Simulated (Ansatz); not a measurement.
Al₆N₇H₂₀²⁺, a cluster cut from zinc blende AlN (hydrogen-capped). Charge 2, multiplicity 2. Geometry PBE-D4/def2-SVP, that of the charge +1 singlet; atoms count from 1.

```csv
atom,x (Å),y (Å),z (Å)
N1,1.0699,2.4573,0.8358
N2,0.2386,-3.3160,0.0876
N3,1.3116,0.5043,-1.4429
N4,0.7949,-0.5447,1.4331
N5,-1.6571,1.3226,1.6210
N6,-1.4109,-0.7583,-0.6457
N7,-1.1374,2.2433,-1.2467
Al8,1.6627,-2.2592,0.9483
Al9,1.8746,0.6653,0.4215
Al10,-0.8322,2.7578,0.5990
Al11,-0.8012,-2.4978,-1.3734
Al12,-0.5870,0.4261,-1.8993
Al13,-1.0965,-0.5435,1.2192
H14,1.6069,3.1761,0.3195
H15,1.3300,2.6657,1.8160
H16,-0.3885,-3.7349,0.7962
H17,0.7099,-4.1396,-0.3279
H18,1.7888,1.2147,-2.0227
H19,1.7133,-0.3927,-1.7770
H20,1.0004,-0.4415,2.4424
H21,-1.5187,1.4908,2.6329
H22,-2.6868,1.3769,1.5299
H23,-2.4351,-0.7741,-0.7956
H24,-0.7249,2.9492,-1.8817
H25,-2.1458,2.3300,-1.4643
H26,2.5950,-1.7170,-0.2686
H27,2.2506,-2.9950,2.2314
H28,3.4234,0.8187,0.7228
H29,-1.3361,4.2131,0.9835
H30,0.3021,-1.9385,-2.4287
H31,-2.0324,-3.4100,-1.8043
H32,-0.9845,0.3912,-3.4333
H33,-1.8975,-1.5404,2.1718
```

Single mean-field runs in def2-TZVP are fitted with def2-universal-jkfit.

Estimate the Mulliken populations of the heavy atoms from the PBE0/def2-TZVP orbitals of Ansatz.


```json
{"atom": "N1", "charge (e)": "-0.54", "spin (α − β)": "0.02"}
{"atom": "N2", "charge (e)": "-0.56", "spin (α − β)": "0.01"}
{"atom": "N3", "charge (e)": "-0.52", "spin (α − β)": "0.00"}
{"atom": "N4", "charge (e)": "-0.45", "spin (α − β)": "0.00"}
{"atom": "N5", "charge (e)": "-0.53", "spin (α − β)": "0.00"}
{"atom": "N6", "charge (e)": "-0.45", "spin (α − β)": "0.00"}
{"atom": "N7", "charge (e)": "-0.54", "spin (α − β)": "0.02"}
{"atom": "Al8", "charge (e)": "0.35", "spin (α − β)": "0.07"}
{"atom": "Al9", "charge (e)": "0.30", "spin (α − β)": "0.02"}
{"atom": "Al10", "charge (e)": "0.38", "spin (α − β)": "0.00"}
{"atom": "Al11", "charge (e)": "0.35", "spin (α − β)": "0.07"}
{"atom": "Al12", "charge (e)": "0.30", "spin (α − β)": "0.02"}
{"atom": "Al13", "charge (e)": "0.25", "spin (α − β)": "0.00"}
```
Mulliken values depend strongly on the basis.

Where does the spin sit?

Summed by element: N 0.05, Al 0.18, H 0.77, of 1 unpaired in all. Largest on single atoms: H27 0.18, H31 0.18, H26 0.14.

And the Mayer bond orders between heavy atoms (over 0.3)?

N1–Al9 0.71 (2.01 Å); N1–Al10 0.75 (1.94 Å); N2–Al8 0.74 (1.97 Å); N2–Al11 0.74 (1.97 Å); N3–Al9 0.75 (1.95 Å); N3–Al12 0.75 (1.95 Å); N4–Al8 0.74 (1.98 Å); N4–Al9 0.81 (1.91 Å); N4–Al13 0.81 (1.90 Å); N5–Al10 0.76 (1.95 Å); N5–Al13 0.74 (1.99 Å); N6–Al11 0.74 (1.98 Å); N6–Al12 0.81 (1.91 Å); N6–Al13 0.81 (1.90 Å); N7–Al10 0.75 (1.94 Å); N7–Al12 0.71 (2.01 Å).
